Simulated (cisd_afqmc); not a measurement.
Input (AFQMC/CISD/def2-SVP; cisd_afqmc is a phaseless AFQMC code with CISD trial states that reads the integrals written by Ansatz):

Ansatz 0.2 input:
```python
import cisd_afqmc

open("ham.yaml", "w").write("""\
crystal:
  periodic: [false, false, false]
  atoms:
    - {symbol: Zr, position_ang: [-0.18544821, 0.12855980, -0.19408017]}
    - {symbol: O, position_ang: [1.56263140, -0.09477859, -0.41481558]}
    - {symbol: O, position_ang: [-0.63539036, -0.54802043, 1.38521642]}
basis:
  gaussian:
    orbitals: def2-SVP
magnetization: {spin_polarized: false}
correlation: {method: ccsd, electrons: outside_noble_gas, hamiltonian_folder: ham}
""")
rep = cisd_afqmc.ansatz("ham.yaml")
e_ccsd = rep["correlation"]["coupled_cluster"]["energy"]["hartree"]
out = cisd_afqmc.run("ham", e_ccsd, trial="CISD", walkers=100, populations=8, threads=8, dt=0.005, steps=40, early=36, settle=10, least=32,
    cut=5e-5, rank_cut=2e-4, target=0.0004, seconds=1500, seed=1, memory=17280, gpu=False)
```

Output:

```
  16.0  -196.64019
  18.0  -196.64205
  20.0  -196.64435
  22.0  -196.63997
  24.0  -196.63682
  26.0  -196.63620
  28.0  -196.63852
  30.0  -196.64410
  32.0  -196.63919
  34.0  -196.64642
  36.0  -196.64394
  38.0  -196.63909
  40.0  -196.64292
  42.0  -196.64262
  44.0  -196.64396
  46.0  -196.63859
  48.0  -196.64372
  50.0  -196.64286
  52.0  -196.64536
  54.0  -196.64741
  56.0  -196.64247
  58.0  -196.64162
  60.0  -196.64028
  62.0  -196.64447
  64.0  -196.64038
  66.0  -196.64329
  68.0  -196.64216
  70.0  -196.64194
  72.0  -196.64430
  74.0  -196.64850
  76.0  -196.64144
  78.0  -196.63491
  80.0  -196.63658
  82.0  -196.64080
  84.0  -196.63707
  86.0  -196.65442
  88.0  -196.64278
  90.0  -196.64453
  92.0  -196.64080
  94.0  -196.64178
  96.0  -196.64310
  98.0  -196.63983
 100.0  -196.64293
 102.0  -196.64498
 104.0  -196.63798
 106.0  -196.64277
 108.0  -196.63794
 110.0  -196.64501
 112.0  -196.63561
 114.0  -196.63776
 116.0  -196.64159
 118.0  -196.64143
 120.0  -196.63889
 122.0  -196.64240
 124.0  -196.64565
 126.0  -196.63951
 128.0  -196.64453
 130.0  -196.64389
 132.0  -196.64223
 134.0  -196.64189
 136.0  -196.64010
 138.0  -196.65172
 140.0  -196.63961
 142.0  -196.63996
 144.0  -196.63583
 146.0  -196.64109
 148.0  -196.63872
 150.0  -196.64335
blocks 6108 (12 outliers left out), error by blocks joined: 1: 0.00021, 2: 0.00026, 4: 0.00031, 8: 0.00036, 16: 0.00040
E(AFQMC/CISD) = -196.64145 +/- 0.00040
```
